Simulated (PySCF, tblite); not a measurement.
Isomers of C6H5O2S (doublet state), one GFN2-xTB conformer each. Single-point energies are computed at B3LYP/pcH-1 (PySCF, gas phase, no added dispersion term), electronic only. GFN2-xTB treats the open shell by occupation alone, and not every SCF solution was tested for stability.

Question: Rank them by B3LYP/pcH-1 energy, lowest first (kJ/mol).
A. `[CH2:1][c:2]1[cH:3][cH:4][c:5]([C:6](=[O:7])[OH:8])[s:9]1` (doublet state) with H–C1–C2–C3 0° and 180°, C4–C5–C6–O7 0°, C5–C6–O8–H 180°
B. `[CH:1]#[C:2][C:3]1[C:4](=[O:5])[C@@H:6]([CH3:7])[S@@:8]1=[O:9]` (doublet state) with C2–C3–C4–O5 10°, C3–C4–C6–C7 -126°, C4–C6–S8–O9 113°, C2–C3–S8–C6 171°
C. `[H]/[C:1]=[C:2](/[C:3]#[C:4][C:5](=[O:6])[OH:7])[S:8][CH3:9]` (doublet state) with C4–C5–O7–H 180°, C1–C2–S8–C9 -120°

Answer: A (0.0), C (350.8), B (414.9).

As drawn, the lowest has an O–H bond, which the highest lacks; the highest has a four-membered ring, which the lowest lacks. GFN2-xTB itself gives, in the same order: 0.0, 363.8, 283.8. Both levels put the same isomer lowest; measured from each level's own lowest isomer, the values differ by up to 131.1 kJ/mol (C#C[C]1C(=O)[C@@H](C)[S@@]1=O: 283.8 against 414.9).

What happens when harmonic zero-point energies from GFN2-xTB frequencies are added?

```tsv
SMILES	ZPE (kJ/mol)	electronic (kJ/mol)	with ZPE (kJ/mol)
[CH2]c1ccc(C(=O)O)s1	244.5	0.0	0.0
[H]/[C]=C(/C#CC(=O)O)SC	232.0	350.8	338.3
C#C[C]1C(=O)[C@@H](C)[S@@]1=O	236.8	414.9	407.3
```

The zero-point energies span 12.5 kJ/mol. The order is unchanged.
